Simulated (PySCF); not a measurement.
```xyz
5
charge 0 multiplicity 1, angstrom
Pt   -0.0111    0.0111    0.0000
H     1.2542    1.1359    0.0000
H     0.4863    1.5972    0.0000
H    -1.5972   -0.4862    0.0000
H    -1.1360   -1.2541    0.0000
```

Method: PBE0 in PySCF with Pt def2-TZVP with ECP60, H def2-TZVP; scalar-relativistic core potentials, no spin–orbit coupling; density-fitted integrals.

This geometry of PtH₄ is a stationary point at this level.

Task: What is the point group?

Result: C2v.

Task: Is it a minimum?

Result: No: it has 1 imaginary mode, at 648i cm⁻¹ (a2).

Task: What are the dipole moment and the gap between the highest occupied and lowest empty levels?

Result: 0.19 D and 4.79 eV.

Task: Give the atomic charges and bond orders.

Result: 
| atom | Mulliken | Löwdin | polar tensor | Mayer order to Pt1 |
| --- | --- | --- | --- | --- |
| Pt1 | -0.21 | -0.25 | -0.44 | – |
| H2,5 | 0.04 | 0.05 | 0.11 | 0.42 |
| H3,4 | 0.06 | 0.07 | 0.11 | 0.52 |
Other Mayer orders above 0.3: H–H 0.55 (×2).

Stability towards spin polarisation was not tested. This need not be the most stable arrangement of these atoms. At this level a singlet minimum of D2d symmetry lies 25 kJ/mol below this structure. With an element this heavy the missing spin–orbit coupling can shift these numbers.
